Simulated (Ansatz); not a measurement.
Geometry optimisation, RHF/def2-SVP in Ansatz 0.2.0.

Input file:

```yaml
crystal:
  periodic: [false, false, false]
  atoms:
    - { symbol: Ge, position_ang: [0.276049, 0.074596, 0.067502] }
    - { symbol: C, position_ang: [0.915794, -0.018856, 1.890723] }
    - { symbol: H, position_ang: [0.202568, -0.112389, 2.711601] }
    - { symbol: H, position_ang: [1.598989, -0.870845, 1.917026] }
    - { symbol: H, position_ang: [1.503675, 0.893231, 2.041913] }
    - { symbol: H, position_ang: [1.747667, 0.154771, -0.326229] }
    - { symbol: H, position_ang: [-0.661851, 1.180449, -0.391466] }
    - { symbol: F, position_ang: [-0.431691, -1.407056, -0.473069] }
basis:
  gaussian: { orbitals: def2-SVP }
hamiltonian:
  xc: hf
relax:
  f_tol: 0.03
  max_steps: 50
output:
  orbitals: {}
```

Run as:

```bash
$ ansatz run input.yaml --threads 1 --pin off --max-ram 2048MiB --backend cpu --events-out ev --progress --plain --runs-dir out
```

Where does it end, and by what steps?

The run converged. After 7 steps the energy has fallen by 0.489 eV; H6 moved furthest, 0.56 Å.

```csv
step,energy less start (eV),largest force component (eV/Å),accepted
0,0.0000,1.513,yes
1,-0.2865,0.544,yes
2,-0.4161,0.438,yes
3,-0.4776,0.357,yes
4,-0.4817,0.478,yes
5,-0.4884,0.073,yes
6,-0.4887,0.059,yes
7,-0.4890,0.006,yes
```

```xyz
8
Properties=species:S:1:pos:R:3
Ge 0.436 0.084 0.057
C 0.931 -0.022 1.934
H 0.041 -0.126 2.556
H 1.578 -0.882 2.105
H 1.464 0.881 2.240
H 1.643 0.172 -0.878
H -0.578 1.192 -0.236
F -0.362 -1.405 -0.340
```

Run time: 13 s on 1 thread of Arm Neoverse V2, with other jobs on the host, peak memory 0.16 GiB.
